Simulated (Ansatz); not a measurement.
```yaml
crystal:
  periodic: [false, false, false]
  atoms:
    - {symbol: C, position_ang: [1.119825, 2.072090, -1.161064]}
    - {symbol: C, position_ang: [0.699541, 1.161202, -0.443448]}
    - {symbol: Al, position_ang: [-0.376977, 0.005491, 0.848992]}
    - {symbol: N, position_ang: [-0.573739, -1.626904, 0.000077]}
    - {symbol: H, position_ang: [1.568369, 2.605577, -1.632602]}
    - {symbol: H, position_ang: [-0.686696, 0.248559, 2.334699]}
    - {symbol: H, position_ang: [-0.486300, -2.082292, -0.797643]}
    - {symbol: H, position_ang: [-1.191948, -2.316106, 0.795046]}
basis:
  gaussian: {orbitals: cc-pVDZ, fitting: {mean_field: def2-universal-jkfit}}
total_charge: -2
hamiltonian: {xc: {name: rPW86-PBE}, dispersion: d3bj}
accuracy: high
output: {forces: true}
```

```sh
$ ansatz run in.yaml --threads 2 --pin off --events-out ev --progress --plain --max-ram 4352MiB
```

Output, abridged:

```
Functional definition: rPW86-PBE
427 factors; integrals over basis functions are off by at most 3.7e-1 eV
mean field evaluation 1: about -10227.4352 eV, gradient 3.5e1 eV
mean field evaluation 2: about -10209.8456 eV, gradient 7.3e1 eV
mean field evaluation 4: about -10230.7363 eV, gradient 8.3e0 eV
mean field evaluation 8: about -10230.9515 eV, gradient 2.9e-1 eV
mean field evaluation 16: about -10230.9499 eV, gradient 1.4e-4 eV
mean field -10230.94989455 eV, -375.9804738380 hartree, gradient 3.9e-8 eV, S^2 0.000000; 4 other end points of the search recorded, 0 dependent functions left out
reference -10230.94990764 eV, -375.9804743190 hartree; 19, 19 occupied and 61, 61 virtual orbitals, 427 factors
Total energy: -10231.07927699 eV, -375.9852285547 hartree
Atom 0 at     1.119825     2.072090    -1.161064 Å, force    -8.980664    -9.895471     8.489904 eV/Å
Atom 1 at     0.699541     1.161202    -0.443448 Å, force    -1.205237    -1.778788     2.627754 eV/Å
Atom 2 at    -0.376977     0.005491     0.848992 Å, force     0.048879     1.637947    -1.969719 eV/Å
Atom 3 at    -0.573739    -1.626904     0.000077 Å, force    -2.663011    -0.733164     7.925629 eV/Å
Atom 4 at     1.568369     2.605577    -1.632602 Å, force    10.155615    11.895213   -10.472277 eV/Å
Atom 5 at    -0.686696     0.248559     2.334699 Å, force     0.253778    -0.096774     1.218967 eV/Å
Atom 6 at    -0.486300    -2.082292    -0.797643 Å, force     0.480530    -2.837809    -4.889095 eV/Å
Atom 7 at    -1.191948    -2.316106     0.795046 Å, force     1.910110     1.808846    -2.931163 eV/Å
Dipole moment:     0.349733    -0.447334    -0.679142 e Å
```

In this input the charge is far from anything that the molecule holds. Self-consistency was reached. The result belongs to that input, not to the molecule as meant.
